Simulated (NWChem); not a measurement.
# Electron attachment to O$_{4}$Ru

SMILES: [O]=[Ru](=[O])(=[O])=[O]
```xyz
5

Ru     0.0000     0.0000     0.0000
O      0.0000     1.3708    -0.9693
O      0.0000    -1.3708    -0.9693
O     -1.3708     0.0000     0.9693
O      1.3708     0.0000     0.9693
```
Charge 0, spin multiplicity 1.

Program: NWChem. All single points use one geometry, from B3LYP/def2-SVP with def2 effective core potentials on Ru, a minimum by its harmonic frequencies.

Basis set: def2-SVPD. The species with one electron more has spin multiplicity 2 and keeps the geometry of the parent. Δ marks differences of total energies (open shells unrestricted). The time of a Δ row sums both runs. −ε marks an orbital energy of the parent. That orbital need not have the symmetry of the hole or added electron in the Δ rows. The basis adds only a small set of diffuse functions.

```json
[
 {"method": "−ε(LUMO) of B3LYP", "vertical electron affinity (eV)": "5.56", "relative cost": "1"},
 {"method": "−ε(LUMO) of HF", "vertical electron affinity (eV)": "2.91", "relative cost": "under 3"},
 {"method": "−ε(LUMO) of PBE", "vertical electron affinity (eV)": "5.75", "relative cost": "under 3"},
 {"method": "−ε(LUMO) of M06-2X", "vertical electron affinity (eV)": "4.71", "relative cost": "under 3"},
 {"method": "−ε(LUMO) of BLYP", "vertical electron affinity (eV)": "5.69", "relative cost": "under 3"},
 {"method": "G0W0@PBE", "vertical electron affinity (eV)": "2.26", "relative cost": "4"},
 {"method": "G0W0@PBE0", "vertical electron affinity (eV)": "2.40", "relative cost": "4"},
 {"method": "ΔB3LYP", "vertical electron affinity (eV)": "3.08", "relative cost": "6"},
 {"method": "ΔBLYP", "vertical electron affinity (eV)": "2.28", "relative cost": "8"},
 {"method": "evGW0@PBE0", "vertical electron affinity (eV)": "2.23", "relative cost": "8"},
 {"method": "ΔM06-2X", "vertical electron affinity (eV)": "3.67", "relative cost": "10"},
 {"method": "ΔB2PLYP", "vertical electron affinity (eV)": "1.97", "relative cost": "20"},
 {"method": "G0W0@CAM-B3LYP", "vertical electron affinity (eV)": "2.52", "relative cost": "20"}
]
```

The values span 3.78 eV, from ΔB2PLYP (lowest) to −ε(LUMO) of PBE (highest). Costs are rough ratios of processor time within this set of runs, SCF included, with −ε(LUMO) of B3LYP as 1.

Effective core potentials replace the inner electrons of Ru; spin-orbit coupling is left out. The correlated methods keep 4 core orbitals frozen. B3LYP has NWChem's definition, with VWN1-RPA local correlation. GW and range-separated runs recompute their integrals, the others keep them in memory, which bears on the times. The structure started from a generated list of species. The stability of the SCF solutions was not checked.
